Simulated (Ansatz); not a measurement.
Ansatz (a quantum-chemistry and plane-wave program) input (CCSD(T)/STO-3G):

Ansatz 0.2 input:
```yaml
crystal:
  periodic: [false, false, false]
  atoms:
    - {symbol: C, position_ang: [1.89428784, 0.15471199, -0.87438666]}
    - {symbol: C, position_ang: [1.17595150, 0.91917574, 0.02036565]}
    - {symbol: C, position_ang: [0.01910744, 0.55204153, 0.68973425]}
    - {symbol: C, position_ang: [-0.69551261, -0.75074187, 0.55317062]}
    - {symbol: C, position_ang: [-1.98704153, -0.62495429, -0.27073452]}
    - {symbol: H, position_ang: [2.78792719, 0.54354564, -1.34115268]}
    - {symbol: H, position_ang: [1.59751187, -0.84970255, -1.14313423]}
    - {symbol: H, position_ang: [1.55127151, 1.91821804, 0.22296279]}
    - {symbol: H, position_ang: [-0.43978595, 1.28722678, 1.34243776]}
    - {symbol: H, position_ang: [-0.95094912, -1.12604674, 1.54995801]}
    - {symbol: H, position_ang: [-0.04704815, -1.50076067, 0.09761285]}
    - {symbol: H, position_ang: [-2.66699847, 0.10308064, 0.17608268]}
    - {symbol: H, position_ang: [-1.76477763, -0.29407036, -1.28635128]}
    - {symbol: H, position_ang: [-2.50790692, -1.58288954, -0.32731182]}
basis:
  gaussian:
    orbitals: STO-3G
magnetization: {spin_polarized: true, initial_magnetization: 1}
correlation: {method: ccsd_t, electrons: outside_noble_gas}
```

Output:

```
Functional definition: HF
integrals: 0.01 GiB planned
471 factors; integrals over basis functions are off by at most 4.5e-5 eV
0.08 GiB of device memory are held for the factors and their scratch space
mean field: 0.10 GiB planned
mean field evaluation 1: about -5228.1956 eV, gradient 1.2e1 eV
mean field evaluation 2: about -5228.4527 eV, gradient 1.1e1 eV
mean field evaluation 4: about -5230.1717 eV, gradient 2.8e0 eV
mean field evaluation 8: about -5230.4622 eV, gradient 4.2e-4 eV
mean field evaluation 16: about -5229.9336 eV, gradient 2.8e0 eV
mean field evaluation 32: about -5228.5449 eV, gradient 1.5e0 eV
mean field -5230.45619109 eV, -192.2157196920 hartree, gradient 2.0e-6 eV, S^2 1.059342; 0 other end points of the search recorded, 0 dependent functions left out
5 core orbitals not correlated
reference -5230.45619109 eV, -192.2157196920 hartree; 15, 14 occupied and 14, 15 virtual orbitals, 471 factors
second order -6.23751136 eV of doubles, -0.00000000 eV of singles
coupled cluster: 0.14 GiB planned
cycle   1  -7.63411596 eV  change    -1.4e0 eV  update   9.9e-2
cycle   2  -8.49705660 eV  change   -8.6e-1 eV  update   5.6e-2
cycle   3  -8.68936124 eV  change   -1.9e-1 eV  update   2.9e-2
cycle   4  -8.74414932 eV  change   -5.5e-2 eV  update   1.3e-2
cycle   5  -8.75055755 eV  change   -6.4e-3 eV  update   3.9e-3
cycle   6  -8.75038637 eV  change    1.7e-4 eV  update   1.3e-3
cycle   7  -8.75158271 eV  change   -1.2e-3 eV  update   3.7e-4
cycle   8  -8.75182303 eV  change   -2.4e-4 eV  update   2.0e-4
cycle   9  -8.75162818 eV  change    1.9e-4 eV  update   1.2e-4
cycle  10  -8.75164506 eV  change   -1.7e-5 eV  update   7.6e-5
cycle  11  -8.75165321 eV  change   -8.2e-6 eV  update   3.7e-5
cycle  12  -8.75168480 eV  change   -3.2e-5 eV  update   1.2e-5
coupled cluster: 0.14 GiB planned
perturbative correction -0.07552900 eV, -0.0027756397 hartree
Total energy: -5239.28340489 eV, -192.5401138158 hartree
```

It need not be the lowest isomer of its formula.

The determinant is spin-contaminated: <S^2> is 1.06 against 0.75 for a pure state.
